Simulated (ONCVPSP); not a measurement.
# Varying the ONCV potential for titanium (Ti)

Base potential:

```
Element                 : titanium
Generator               : ONCVPSP 4.0.1
Type                    : optimised norm-conserving Vanderbilt (ONCV)
Functional              : PBE
Relativity              : scalar-relativistic
Frozen core             : [Ne]
Valence charge          : 12
Reference configuration : 3s2 3p6 3d2 4s1.75 4p0.25
Partial waves           : 3s+4s: rc 1.60 bohr, ncon 4, nbas 8, qcut 5.9 1/bohr, 2 projectors; 3p+4p: rc 2.20 bohr, ncon 4, nbas 7, qcut 5.2 1/bohr, 2 projectors; 3d: rc 2.15 bohr, ncon 3, nbas 8, qcut 6.4 1/bohr, 2 projectors, debl 3.2 Ha; f scattering state at 0.05 Ha: rc 2.35 bohr, ncon 4, nbas 7, qcut 5.5 1/bohr, 1 projector
Local potential         : polynomial inside 1.40 bohr (lpopt 5, dvloc0 4 Ha)
Core correction         : none
```

All-electron outer shells of the reference configuration (PBE, scalar-relativistic, ld1.x):

```
shell  level (eV)  outermost node (bohr)  outermost maximum (bohr)
   2s     -537.28                   0.09                      0.27
   2p     -444.60                      –                      0.22
   3s      -62.98                   0.40                      0.87
   3p      -39.21                   0.37                      0.90
   4s       -4.67                   1.24                      2.92
   3d       -4.58                      –                      0.98
   4p       -1.63                   1.39                      3.80
```

Cutoffs, loose and tight: the cutoffs (Ha) at which the residual kinetic energy of the hardest occupied pseudo-wave falls to 1 and 0.1 mHa per electron. They do not see the model core or the augmentation charge, which bear on the density cutoff. Test errors are all-electron minus pseudo excitation energies from the reference, over the configurations 3s2 3p6 3d2 4s2 4p0; 3s2 3p6 3d2 4s1 4p0; 3s2 3p6 3d2 4s0 4p0; 3s1 3p6 3d2 4s2 4p0. A dash means not determined; rows that change the core or the reference have their own tests.

| change | outcome | cutoff, loose | cutoff, tight | bound ghosts | GHOST(+) flags above zero | largest test error (meV) |
| --- | --- | --- | --- | --- | --- | --- |
| base | generated | 17 Ha | 25 Ha | none | none | -454 |
| d: nproj 3 | generated | 17 Ha | 25 Ha | none | none | -449 |
| d: qcut 7.5 | generated | 20 Ha | 25 Ha | none | none | -386 |
| f: qcut 5 | generated | 17 Ha | 25 Ha | none | none | -454 |
| d: nbas 7 | generated | 17 Ha | 25 Ha | none | none | -452 |
| s: rc 1.5 | generated | 17 Ha | 62 Ha | none | none | -414 |
| s: qcut 5.1; p: qcut 4.5; d: qcut 5.5; f: qcut 4.7 | generated | 21 Ha | 58 Ha | none | none | -588 |
| local potential polynomial inside 1.40 bohr (lpopt 5, dvloc0 4.5 Ha) | generated | 17 Ha | 25 Ha | none | none | -454 |

Q: What comes out with this change to the base: p: rc 1.88?

A: outcome: generated; cutoff, loose: 20 Ha; cutoff, tight: 40 Ha; bound ghosts: none; GHOST(+) flags above zero: none; largest test error (meV): -438.
